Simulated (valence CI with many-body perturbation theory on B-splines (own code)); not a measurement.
## Au7+: electric-dipole lines

Computed by valence CI with perturbative core correlation (CI+MBPT): four valence electrons over a frozen Dirac-Fock core [Xe] 4f14, a basis of 7 s, 7 p, 8 d, 6 f, 4 g, 1 h functions for each j, with the one-electron correlation potential Σ1, the two-electron term Σ2, the three-electron term Σ3, Breit, model QED; selected CI, second order for the rest, scaled by the run's own slope (own B-spline code, finite nucleus).

No measured spectrum was set against this ion. As an estimate, terms of the open shell hold to 2 to 4 % of their energy, and close levels can change places; different configurations can be misplaced against each other by 1,000 to 8,000 cm⁻¹. The list stops below the first excitations out of the core.

Lines 151 to 200 of 506 in falling wavelength, among levels below 41.486 eV, chosen from the strongest by gf and those to the six lowest levels. Wavelengths and rates use the calculated energies, so an error of 2000 cm⁻¹ moves a line at 103.6 nm by 2.1 % and its rate by three times that or more. Electric multipoles are in the length gauge, E1 and E2 with the static RPA response of the core. Weak lines are less certain than strong ones. Lines between different terms over intervals too small for the method are left out, as are lines whose strength nearly cancels. Where a level lies close to another of its J and parity, the split of strength between their lines is uncertain. The highest levels of a list are the least certain.

Levels are named by their leading jj configuration (3d3/2^4 stands for four electrons in 3d with j = 3/2), which in mixed levels can hold well under half, so a name can repeat and another be missing. Letters in brackets count levels of one name in rising energy.

| λ vac (nm) | Upper | Lower | A (s⁻¹) | S (a.u.) |
| --- | --- | --- | --- | --- |
| 103.6 | (5d3/2^2 5d5/2 6p1/2) J=0 | (5d3/2^2 5d5/2 6s) J=1 [a] | 9.06e+08 | 4.97e-01 |
| 103.5 | (5d3/2 5d5/2^2 6p1/2) J=1 | (5d3/2 5d5/2^2 6s) J=2 [a] | 9.08e+08 | 1.49e+00 |
| 103.4 | (5d3/2^2 5d5/2 6p1/2) J=2 [b] | (5d3/2^2 5d5/2 6s) J=1 [a] | 2.61e+08 | 7.12e-01 |
| 103.4 | (5d3/2^2 5d5/2 6p1/2) J=5 | (5d3/2^2 5d5/2 6s) J=5 | 7.23e+08 | 4.34e+00 |
| 103.4 | (5d3/2 5d5/2^2 6p1/2) J=2 [b] | (5d3/2 5d5/2^2 6s) J=2 [a] | 4.47e+08 | 1.22e+00 |
| 103.3 | (5d3/2^3 6p1/2) J=2 | (5d3/2^3 6s) J=1 | 9.47e+08 | 2.57e+00 |
| 103.1 | (5d3/2^2 5d5/2 6p1/2) J=3 [a] | (5d3/2^2 5d5/2 6s) J=3 [a] | 6.51e+08 | 2.46e+00 |
| 103.0 | (5d3/2^2 5d5/2 6p1/2) J=4 [b] | (5d3/2^2 5d5/2 6s) J=3 [b] | 3.25e+07 | 1.58e-01 |
| 102.9 | (5d3/2 5d5/2^2 6p1/2) J=3 [b] | (5d3/2 5d5/2^2 6s) J=3 [b] | 9.03e+07 | 3.40e-01 |
| 102.5 | (5d3/2 5d5/2^2 6p1/2) J=4 [a] | (5d3/2 5d5/2^2 6s) J=3 [a] | 3.90e+06 | 1.87e-02 |
| 102.5 | (5d3/2^3 6p1/2) J=1 | (5d3/2^3 6s) J=2 | 1.14e+09 | 1.82e+00 |
| 102.4 | (5d3/2 5d5/2^2 6p1/2) J=5 | (5d3/2 5d5/2^2 6s) J=4 [a] | 3.59e+07 | 2.09e-01 |
| 102.3 | (5d3/2 5d5/2^2 6p1/2) J=4 [b] | (5d3/2 5d5/2^2 6s) J=3 [b] | 9.37e+07 | 4.46e-01 |
| 102.2 | (5d3/2^2 5d5/2 6p1/2) J=4 [a] | (5d3/2^2 5d5/2 6s) J=4 [a] | 7.07e+08 | 3.36e+00 |
| 102.0 | (5d3/2 5d5/2^2 6p1/2) J=5 | (5d3/2 5d5/2^2 6s) J=5 [a] | 6.61e+08 | 3.81e+00 |
| 101.6 | (5d3/2^2 5d5/2 6p1/2) J=2 [a] | (5d3/2^2 5d5/2 6s) J=3 [a] | 9.29e+08 | 2.40e+00 |
| 101.3 | (5d3/2 5d5/2^2 6p1/2) J=2 [a] | (5d3/2 5d5/2^2 6s) J=3 [a] | 8.95e+08 | 2.29e+00 |
| 101.1 | (5d3/2 5d5/2^2 6p1/2) J=3 [b] | (5d3/2 5d5/2^2 6s) J=4 [a] | 3.21e+08 | 1.15e+00 |
| 100.6 | (5d3/2 5d5/2^2 6p1/2) J=3 [a] | (5d3/2 5d5/2^2 6s) J=3 [a] | 5.42e+08 | 1.90e+00 |
| 100.6 | (5d3/2 5d5/2^2 6p1/2) J=4 [b] | (5d3/2 5d5/2^2 6s) J=4 [a] | 1.36e+08 | 6.15e-01 |
| 100.4 | (5d3/2^3 6p3/2) J=0 | (5d3/2^2 5d5/2 6s) J=1 [b] | 2.38e+08 | 1.19e-01 |
| 100.4 | (5d3/2^2 5d5/2 6p1/2) J=1 [a] | (5d3/2^2 5d5/2 6s) J=2 [a] | 2.48e+08 | 3.71e-01 |
| 100.4 | (5d3/2^3 6p3/2) J=1 | (5d3/2^2 5d5/2 6s) J=0 | 2.53e+07 | 3.78e-02 |
| 100.2 | (5d3/2 5d5/2^2 6p1/2) J=4 [b] | (5d3/2 5d5/2^2 6s) J=5 [a] | 8.48e+08 | 3.79e+00 |
| 99.65 | (5d3/2^3 6p3/2) J=2 | (5d3/2 5d5/2^2 6s) J=3 [a] | 3.45e+08 | 8.42e-01 |
| 99.34 | (5d3/2 5d5/2^2 6p1/2) J=2 [b] | (5d3/2 5d5/2^2 6s) J=3 [b] | 6.47e+07 | 1.56e-01 |
| 98.82 | (5d3/2^2 5d5/2 6p1/2) J=5 | (5d3/2^2 5d5/2 6s) J=4 [a] | 1.73e+08 | 9.07e-01 |
| 98.78 | (5d3/2^2 5d5/2 6p1/2) J=2 [b] | (5d3/2^2 5d5/2 6s) J=2 [a] | 2.69e+08 | 6.39e-01 |
| 98.67 | (5d3/2^2 5d5/2 6p1/2) J=3 [b] | (5d3/2^2 5d5/2 6s) J=4 [a] | 1.17e+09 | 3.87e+00 |
| 98.48 | (5d3/2^3 6p1/2) J=1 | (5d3/2^3 6s) J=1 | 2.32e+08 | 3.29e-01 |
| 98.41 | (5d3/2^2 5d5/2 6p1/2) J=4 [b] | (5d3/2^2 5d5/2 6s) J=5 | 1.20e+09 | 5.08e+00 |
| 98.36 | (5d3/2^2 5d5/2 6p1/2) J=1 [b] | (5d3/2^2 5d5/2 6s) J=2 [b] | 2.43e+08 | 3.43e-01 |
| 98.27 | (5d3/2^3 6p3/2) J=1 | (5d3/2^2 5d5/2 6s) J=1 [b] | 6.20e+07 | 8.71e-02 |
| 97.94 | (5d3/2^2 5d5/2 6p1/2) J=3 [b] | (5d3/2^2 5d5/2 6s) J=2 [a] | 1.76e+07 | 5.72e-02 |
| 97.73 | (5d3/2 5d5/2^2 6p1/2) J=3 [b] | (5d3/2 5d5/2^2 6s) J=3 [a] | 3.71e+08 | 1.20e+00 |
| 97.28 | (5d3/2^2 5d5/2 6p1/2) J=1 [b] | (5d3/2^2 5d5/2 6s) J=1 [a] | 5.92e+08 | 8.07e-01 |
| 97.19 | (5d3/2 5d5/2^2 6p1/2) J=4 [b] | (5d3/2 5d5/2^2 6s) J=3 [a] | 1.74e+07 | 7.08e-02 |
| 97.02 | (5d3/2 5d5/2^2 6p1/2) J=4 [a] | (5d3/2^2 5d5/2 6s) J=4 [b] | 1.36e+08 | 5.50e-01 |
| 96.96 | (5d3/2 5d5/2^2 6p1/2) J=2 [a] | (5d3/2^2 5d5/2 6s) J=1 [b] | 8.06e+06 | 1.81e-02 |
| 95.47 | (5d3/2^3 6p3/2) J=2 | (5d3/2^2 5d5/2 6s) J=1 [b] | 1.37e+07 | 2.95e-02 |
| 95.44 | (5d3/2^2 5d5/2 6p1/2) J=4 [a] | (5d3/2^2 5d5/2 6s) J=3 [a] | 3.14e+08 | 1.21e+00 |
| 95.26 | (5d3/2 5d5/2^2 6p1/2) J=3 [a] | (5d3/2^2 5d5/2 6s) J=4 [b] | 4.75e+07 | 1.42e-01 |
| 94.91 | (5d3/2 5d5/2^2 6p1/2) J=4 [a] | (5d3/2^2 5d5/2 6s) J=3 [b] | 2.12e+08 | 8.04e-01 |
| 94.71 | (5d3/2^3 6p3/2) J=3 | (5d3/2^2 5d5/2 6s) J=3 [b] | 1.10e+08 | 3.24e-01 |
| 94.26 | (5d3/2^2 5d5/2 6p1/2) J=4 [b] | (5d3/2^2 5d5/2 6s) J=4 [a] | 1.08e+07 | 4.01e-02 |
| 94.21 | (5d3/2^2 5d5/2 6p1/2) J=3 [a] | (5d3/2^3 6s) J=2 | 5.31e+08 | 1.53e+00 |
| 93.75 | (5d3/2 5d5/2^2 6p1/2) J=5 | (5d3/2^2 5d5/2 6s) J=4 [b] | 1.90e+08 | 8.50e-01 |
| 93.16 | (5d3/2^2 5d5/2 6p1/2) J=1 [b] | (5d3/2^2 5d5/2 6s) J=2 [a] | 2.92e+08 | 3.49e-01 |
| 93.06 | (5d3/2^2 5d5/2 6p1/2) J=2 [b] | (5d3/2^2 5d5/2 6s) J=3 [a] | 3.42e+08 | 6.80e-01 |
| 92.96 | (5d3/2^2 5d5/2 6p1/2) J=2 [a] | (5d3/2^3 6s) J=2 | 7.61e+07 | 1.51e-01 |
